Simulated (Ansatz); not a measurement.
Computed with Ansatz on PBE0-D4/def2-TZVP structures; ΔE is electronic, products minus reactants. CBS: MP2 limit from def2 TZ/QZ plus the TZ coupled-cluster correction, frozen cores. This one scheme is used for every species. DFT in def2-TZVPP. B3LYP here is the variant with VWN-RPA as its local correlation; programs differ in this. Each species was taken in one conformer, which may not be the lowest.

Consider the substitution at a C–S bond: `CSc1ccccc1` + CH₃OH → `COc1ccccc1` + CH₃SH.

`CSc1ccccc1`:

```xyz
16

C     1.092    0.295    2.696
S    -0.180   -0.802    2.077
C    -0.277   -0.392    0.375
C    -1.209   -1.103   -0.384
C    -1.353   -0.845   -1.734
C    -0.575    0.125   -2.354
C     0.349    0.831   -1.602
C     0.502    0.579   -0.246
H     1.183    0.069    3.758
H     0.810    1.343    2.582
H     2.053    0.109    2.214
H    -1.820   -1.862    0.092
H    -2.081   -1.407   -2.308
H    -0.689    0.326   -3.412
H     0.964    1.590   -2.071
H     1.232    1.146    0.317
```

CH₃OH:

```xyz
6

C    -0.298    0.110   -0.162
O     0.988    0.221    0.405
H    -0.580    1.104   -0.512
H    -1.049   -0.220    0.567
H    -0.319   -0.572   -1.020
H     1.257   -0.643    0.722
```

`COc1ccccc1`:

Cartesian coordinates in Å:
```
C -1.718 0.306 2.022
O -0.731 1.049 1.351
C -0.079 0.452 0.327
C -0.320 -0.848 -0.105
C 0.411 -1.361 -1.170
C 1.374 -0.599 -1.806
C 1.608 0.699 -1.367
C 0.891 1.225 -0.311
H -2.115 0.958 2.798
H -1.299 -0.593 2.486
H -2.531 0.015 1.347
H -1.068 -1.464 0.376
H 0.216 -2.375 -1.500
H 1.938 -1.009 -2.635
H 2.360 1.310 -1.855
H 1.062 2.235 0.042
```

CH₃SH:

Cartesian coordinates in Å:
```
C -0.485 -0.009 0.080
S 1.252 -0.262 0.508
H -0.700 1.041 -0.113
H -1.061 -0.328 0.948
H -0.778 -0.618 -0.775
H 1.773 0.175 -0.648
```

```csv
level,ΔE (eV)
PBE-D4,0.16
B2PLYP,0.13
B3LYP,0.07
MP2/def2-TZVPP,0.26
SCS-MP2/def2-TZVPP,0.20
HF/def2-QZVPP,-0.01
HF/CBS(def2),0.00
MP2/CBS(def2),0.32
```

What does CCSD(T)/CBS give? (Best estimate.)

Ansatz gave: +0.20 eV. The listed levels differ from it by -0.04, -0.07, -0.13, 0.06, 0.00, -0.21, -0.20, 0.12 eV.

Largest T1 diagnostic among the species: 0.011.

In def2-TZVPP, CCSD(T) changes the Hartree–Fock value by +0.15 eV (the triples alone add +0.03 eV) and MP2 by +0.27 eV. The D4 term adds +0.06 eV with B3LYP and +0.03 eV with PBE0; it sums over pairs of atoms, weighted by their polarisabilities, and B3LYP, whose exchange is more repulsive, gets the larger term.
